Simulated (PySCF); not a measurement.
## Assigning NMR signals

Mapped SMILES: `[F:1][C:2]([F:3])([Cl:4])[C:5]1=[CH:6][CH:7]=[CH:8][CH2:9]1` (H(Xn): hydrogen on atom n).

[PySCF 2.14: GIAO PBE0/pcSseg-1 shieldings; coordinates at the GFN2-xTB level; one conformer; equivalent nuclei averaged; non-relativistic; no solvent]

Shifts are taken against calculated references (same method and geometry level): 13C, 1H against TMS.

(1) Assign these signals to the numbered atoms. 13C{1H} NMR (computed): δ 150.4, 147.1, 141.1, 138.6, 138.6, 44.7.

(2) Assign these signals to the numbered atoms. 1H NMR (400 MHz, computed): δ 7.09 (m, 1H), 6.98 (m, 1H), 6.75 (m, 1H), 3.37 (m, 2H).

Results:

(1) 
| δ (ppm) | atoms | environment | reason |
| --- | --- | --- | --- |
| 150.4 | C5 | fully substituted alkene carbon | the olefinic region |
| 147.1 | C8 | alkene CH | the olefinic region |
| 141.1 | C6 | alkene CH | – |
| 138.6 | C7 | alkene CH | – |
| 138.6 | C2 | allylic fully substituted sp3 carbon bonded to Cl and 2 F | 3 electronegative neighbours deshield it |
| 44.7 | C9 | allylic sp3 CH2 | aliphatic region, no heteroatom directly attached |

C7 and C2 lie closer than the usual error of such a calculation, so a measured spectrum could show them in the other order.

(2) 
```tsv
δ (ppm)	atoms	environment	reason
7.09	H(C6)	hydrogen on an alkene CH	a vinylic proton, deshielded by the sp2 carbon and the C=C anisotropy
6.98	H(C8)	hydrogen on an alkene CH	–
6.75	H(C7)	hydrogen on an alkene CH	–
3.37	H(C9)	hydrogen on an allylic sp3 CH2	–
```

H(C6) and H(C8) lie closer than the usual error of such a calculation, so a measured spectrum could show them in the other order.

Carbons that carry Cl, above all several Cl atoms, come out too deshielded, partly because spin–orbit coupling is missing. Splittings by 19F in the carbon and heteronuclear signals aren't shown, as no couplings were computed. Shifts are as computed. Against solution values, carbons near 30 ppm lie about +3 ppm off and those near 130 ppm about +5 ppm; carbons on Cl a further +6 ppm. Of 1309 compounds with measured shifts, 239 miss one by over three times the rms of a fit or turn the order of signals round; such compounds aren't used in these exercises. No couplings were computed; multiplicities are counted from neighbouring protons, with m where these are inequivalent, close in shift, in a saturated or five-membered ring or joined by F or P, and br s for small geminal =CH2 splittings.
